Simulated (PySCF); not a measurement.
C5H8O2, charge +1, doublet (typed; the unrestricted solution is spin-contaminated), at a GFN2-xTB geometry (a state made from the parent by changing its charge; the spin is typed, not shown lowest); HF/STO-3G (PySCF).

PySCF was given this input:
```python
from pyscf import gto, scf

mol = gto.M(
    atom='''
C     2.60263946   -0.12871509    0.10231934
C     1.12438535   -0.41689259    0.23520069
O     0.72569297   -1.52472590    0.51452611
C     0.26971872    0.70828685   -0.05556608
C    -1.09787445    0.53360203   -0.21830131
C    -1.72617370   -0.79720715   -0.19539079
O    -1.91609328    1.54068039   -0.31575024
H     2.82010427    0.42035845   -0.81068512
H     2.88057023    0.48928791    0.95867353
H     3.15884412   -1.06296176    0.12574651
H     0.72626747    1.67934407   -0.17682735
H    -2.76827607   -0.73172001    0.11221915
H    -1.66634298   -1.27748671   -1.17545797
H    -1.15141565   -1.46450507    0.47531935
H    -1.51272102    2.42560309   -0.30876618
''',
    basis='sto-3g',
    charge=1,
    spin=1,
    verbose=4,
)

mf = scf.UHF(mol)
mf.kernel()
```

Output, abridged:

```
PySCF version 2.14.0

[INPUT] verbose = 4
[INPUT] num. atoms = 15
[INPUT] num. electrons = 53
[INPUT] charge = 1
[INPUT] spin (= nelec alpha-beta = 2S) = 1
[INPUT] symmetry False subgroup None
[INPUT] Mole.unit = angstrom
[INPUT] Symbol           X                Y                Z      unit          X                Y                Z       unit  Magmom
[INPUT]  1 C      2.602639460000  -0.128715090000   0.102319340000 AA    4.918275780386  -0.243236268199   0.193355529846 Bohr   0.0
[INPUT]  2 C      1.124385350000  -0.416892590000   0.235200690000 AA    2.124780369973  -0.787812818461   0.444464888409 Bohr   0.0
[INPUT]  3 O      0.725692970000  -1.524725900000   0.514526110000 AA    1.371360963822  -2.881314366031   0.972313431838 Bohr   0.0
[INPUT]  4 C      0.269718720000   0.708286850000  -0.055566080000 AA    0.509694511468   1.338468164131  -0.105004673016 Bohr   0.0
[INPUT]  5 C     -1.097874450000   0.533602030000  -0.218301310000 AA   -2.074682029657   1.008361696212  -0.412529688534 Bohr   0.0
[INPUT]  6 C     -1.726173700000  -0.797207150000  -0.195390790000 AA   -3.261995536427  -1.506503178045  -0.369235080362 Bohr   0.0
[INPUT]  7 O     -1.916093280000   1.540680390000  -0.315750240000 AA   -3.620891528320   2.911463982588  -0.596681477366 Bohr   0.0
[INPUT]  8 H      2.820104270000   0.420358450000  -0.810685120000 AA    5.329224713016   0.794362344647  -1.531972850060 Bohr   0.0
[INPUT]  9 H      2.880570230000   0.489287910000   0.958673530000 AA    5.443488817275   0.924620145961   1.811630414570 Bohr   0.0
[INPUT] 10 H      3.158844120000  -1.062961760000   0.125746510000 AA    5.969350256993  -2.008706607286   0.237626465020 Bohr   0.0
[INPUT] 11 H      0.726267470000   1.679344070000  -0.176827350000 AA    1.372446611481   3.173500361212  -0.334155262833 Bohr   0.0
[INPUT] 12 H     -2.768276070000  -0.731720010000   0.112219150000 AA   -5.231283609487  -1.382750418764   0.212063459431 Bohr   0.0
[INPUT] 13 H     -1.666342980000  -1.277486710000  -1.175457970000 AA   -3.148931861792  -2.414100009672  -2.221293634237 Bohr   0.0
[INPUT] 14 H     -1.151415650000  -1.464505070000   0.475319350000 AA   -2.175860234038  -2.767513490337   0.898223393206 Bohr   0.0
[INPUT] 15 H     -1.512721020000   2.425603090000  -0.308766180000 AA   -2.858628430673   4.583725526999  -0.583483516728 Bohr   0.0

nuclear repulsion = 298.530224197146
number of shells = 29
number of NR pGTOs = 129
number of NR cGTOs = 43
basis = sto-3g
ecp = {}

******** <class 'pyscf.scf.uhf.UHF'> ********
method = UHF
initial guess = minao
damping factor = 0
level_shift factor = 0
DIIS = <class 'pyscf.scf.diis.CDIIS'>
diis_start_cycle = 1
diis_space = 8
diis_damp = 0
SCF conv_tol = 1e-09
SCF conv_tol_grad = None
SCF max_cycles = 50
direct_scf = True
direct_scf_tol = 1e-13
number electrons alpha = 27  beta = 26
Set gradient conv threshold to 3.16228e-05
init E= -341.098269742534

cycle= 1 E= -338.808591096448  delta_E= 2.29  |g|= 0.605  |ddm|= 3.45
cycle= 2 E= -338.93692832673  delta_E= -0.128  |g|= 0.531  |ddm|= 1.33
cycle= 3 E= -339.088808539226  delta_E= -0.152  |g|= 0.0696  |ddm|= 0.626
cycle= 4 E= -339.098252697438  delta_E= -0.00944  |g|= 0.0457  |ddm|= 0.169
cycle= 5 E= -339.102602274816  delta_E= -0.00435  |g|= 0.0346  |ddm|=  0.1
cycle= 6 E= -339.107435237095  delta_E= -0.00483  |g|= 0.0304  |ddm|= 0.122
cycle= 7 E= -339.11363840476  delta_E= -0.0062  |g|= 0.021  |ddm|= 0.184
cycle= 8 E= -339.116297591025  delta_E= -0.00266  |g|= 0.0088  |ddm|= 0.239
cycle= 9 E= -339.11639745712  delta_E= -9.99e-05  |g|= 0.00584  |ddm|= 0.0866
cycle= 10 E= -339.116563990499  delta_E= -0.000167  |g|= 0.00283  |ddm|= 0.0555
cycle= 11 E= -339.116593111339  delta_E= -2.91e-05  |g|= 0.00187  |ddm|= 0.0154
cycle= 12 E= -339.116607518868  delta_E= -1.44e-05  |g|= 0.00268  |ddm|= 0.0234
cycle= 13 E= -339.116655965399  delta_E= -4.84e-05  |g|= 0.00171  |ddm|= 0.0201
cycle= 14 E= -339.116709746798  delta_E= -5.38e-05  |g|= 0.000701  |ddm|= 0.0445
cycle= 15 E= -339.116718660909  delta_E= -8.91e-06  |g|= 0.000392  |ddm|= 0.0201
cycle= 16 E= -339.116719869825  delta_E= -1.21e-06  |g|= 0.000175  |ddm|= 0.00599
cycle= 17 E= -339.11672011243  delta_E= -2.43e-07  |g|= 0.000108  |ddm|= 0.00346
cycle= 18 E= -339.116720149825  delta_E= -3.74e-08  |g|= 6.88e-05  |ddm|= 0.000402
cycle= 19 E= -339.116720177413  delta_E= -2.76e-08  |g|= 4.61e-05  |ddm|= 0.000509
cycle= 20 E= -339.116720187045  delta_E= -9.63e-09  |g|= 3e-05  |ddm|= 0.000267
cycle= 21 E= -339.116720192602  delta_E= -5.56e-09  |g|= 1.8e-05  |ddm|= 0.000217
cycle= 22 E= -339.116720194692  delta_E= -2.09e-09  |g|= 7.99e-06  |ddm|= 0.000164
cycle= 23 E= -339.11672019497  delta_E= -2.77e-10  |g|= 4.79e-06  |ddm|= 5.62e-05
Extra cycle  E= -339.116720195023  delta_E= -5.37e-11  |g|= 3.87e-06  |ddm|= 1.05e-05
converged SCF energy = -339.116720195023  <S^2> = 1.0699312  2S+1 = 2.2977652
```
